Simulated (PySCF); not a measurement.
# Correlation energy of Te²⁺ (tellurium, charge +2)

[Kr] 4d10 5s2 5p2, high-spin 3P determinant. Computed with PySCF 2.14 in def2-SVP with the def2 core potential (28 electrons), with a scalar-relativistic core potential. Frozen: 4s2 4p6 4d10; 4 electrons correlated.

MP2 pair energies summed by pair of shells (mhartree):

```json
{"pair": "5s-5p", "energy": "-21.52", "share (%)": "61.0"}
{"pair": "5s-5s", "energy": "-10.24", "share (%)": "29.0"}
{"pair": "5p-5p", "energy": "-3.52", "share (%)": "10.0"}
```

Total MP2 correlation energy: -35.27 mhartree.

Same-spin part -5.68 and opposite-spin part -29.60 mhartree; SCS-MP2 scales them by 1/3 and 6/5 to -37.41 mhartree.

```
  level  correlation energy (mhartree)
   CCSD                         -49.31
    (T)                          -0.43
CCSD(T)                         -49.74
```

Diagnostics: T1 = 0.0062, D1 = 0.0167, largest double amplitude 0.095.

Cost of the coupled-cluster step: 0.1 s of wall time on 1 thread of Neoverse-V2 (shared host), for 4 correlated electrons.

Iterations:

```
CC2 = 0
CCSD nocc = (np.int64(3), np.int64(1)), nmo = (17, 17)
frozen orbitals [[0, 1, 2, 3, 4, 5, 6, 7, 8], [0, 1, 2, 3, 4, 5, 6, 7, 8]]
max_cycle = 100
direct = 0
conv_tol = 1e-08
conv_tol_normt = 1e-06
diis_space = 8
diis_start_cycle = 0
Init t2, MP2 energy = -0.035272344130485
Init E_corr(UCCSD) = -0.0352723441355088
cycle = 1  E_corr(UCCSD) = -0.0449813773024121  dE = -0.00970903317  norm(t1,t2) = 0.0434067
cycle = 2  E_corr(UCCSD) = -0.0478117730960549  dE = -0.00283039579  norm(t1,t2) = 0.0154841
cycle = 3  E_corr(UCCSD) = -0.0493139519836382  dE = -0.00150217889  norm(t1,t2) = 0.00643219
cycle = 4  E_corr(UCCSD) = -0.0493048476799751  dE = 9.10430366e-06  norm(t1,t2) = 0.000991979
cycle = 5  E_corr(UCCSD) = -0.0493126378890464  dE = -7.79020907e-06  norm(t1,t2) = 0.000119892
cycle = 6  E_corr(UCCSD) = -0.0493102282703148  dE = 2.40961873e-06  norm(t1,t2) = 1.56642e-05
cycle = 7  E_corr(UCCSD) = -0.0493109926382603  dE = -7.64367946e-07  norm(t1,t2) = 2.63679e-06
cycle = 8  E_corr(UCCSD) = -0.0493108069018801  dE = 1.8573638e-07  norm(t1,t2) = 6.21444e-07
cycle = 9  E_corr(UCCSD) = -0.049310821391329  dE = -1.44894489e-08  norm(t1,t2) = 1.23473e-07
cycle = 10  E_corr(UCCSD) = -0.0493108366179057  dE = -1.52265766e-08  norm(t1,t2) = 6.51148e-08
cycle = 11  E_corr(UCCSD) = -0.0493108360928179  dE = 5.250878e-10  norm(t1,t2) = 1.11723e-08
UCCSD converged
E(UCCSD) = -266.0888546434966  E_corr = -0.04931083609281787
UCCSD(T) correction = -0.000434682769179105
```
